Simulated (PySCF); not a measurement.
Computed shifts of a molecule C3H8O2Si, PySCF with HF/pcSseg-1, GIAO, gas phase, atoms alike by connectivity averaged where their shifts nearly agree, in ppm (number of nuclei): ¹³C: 150.1 (1), 116.2 (1), 15.8 (1). ²⁹Si: -34.9 (1). ¹H: 6.69 (1), 5.78 (1), 4.38 (2), 2.45 (1), 2.00 (3). References: ¹³C against TMS (σ = 192.6 ppm); ¹⁷O against H2O (σ = 333.0 ppm); ²⁹Si against TMS (σ = 393.8 ppm); ¹H against TMS (σ = 31.99 ppm), references at their B3LYP-D3(BJ)/def2-TZVP geometries, non-relativistic. The structure is a stationary point at B3LYP-D3(BJ)/def2-SVP. One conformer was computed; it need not be the lowest.

**Question.** Pick the molecule that these values belong to.
(A) C/C=C/O[SiH2]O
(B) C[C@@H]1O[SiH2][C@H]1O
(C) CCC(=O)O[SiH3]
(D) O[C@H]1CO[SiH2]C1

**Answer.** A, C/C=C/O[SiH2]O
